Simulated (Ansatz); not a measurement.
Reactions of C3H10Si, SMILES `CC(C)[SiH3]`.

Gas-phase electronic energies from Ansatz, PBE0-D4/def2-TZVP geometries. CCSD(T)/CBS adds triple-zeta CCSD(T) − MP2 to the extrapolated MP2 energy (def2 sets, frozen cores). This one scheme is used for every species. Functionals use def2-TZVPP. B3LYP here is the variant with VWN-RPA as its local correlation; programs differ in this. def2 core potentials past Kr. For Ge, Te outer-core shells are correlated without core-valence functions, which leaves a few kJ/mol of doubt a bond. Scalar relativity is left out up to krypton. Each species was taken in one conformer, which may not be the lowest.

| reaction | B3LYP-D4 (kJ/mol) | ωB97M-V (kJ/mol) | PBE-D4 (kJ/mol) | PBE0-D4 (kJ/mol) | CCSD(T)/CBS(def2) (kJ/mol) |
| --- | --- | --- | --- | --- | --- |
| `CC(C)[SiH3]` + `[SH][GeH3]` → `C[S][GeH3]` + `CC[SiH3]` | 7 | 10 | 6 | 8 | 10 |
| `CC(C)[SiH3]` + `O[SiH3]` → `[SiH3]O[SiH3]` + `CCC` | -120 | -115 | -101 | -108 | -117 |
| `CC(C)[SiH3]` + `OC(=S)[TeH]` → `COC(=S)[TeH]` + `CC[SiH3]` | 27 | 35 | 30 | 33 | 35 |
| `CC(C)[SiH3]` + H₂Te → `CC(C)[TeH]` + SiH₄ | 18 | 23 | 19 | 22 | 12 |
| `CC(C)[SiH3]` + H₂O → `CC(O)[SiH3]` + CH₄ | 36 | 41 | 39 | 43 | 49 |

Largest T1 diagnostic: 0.016, for `OC(=S)[TeH]`.
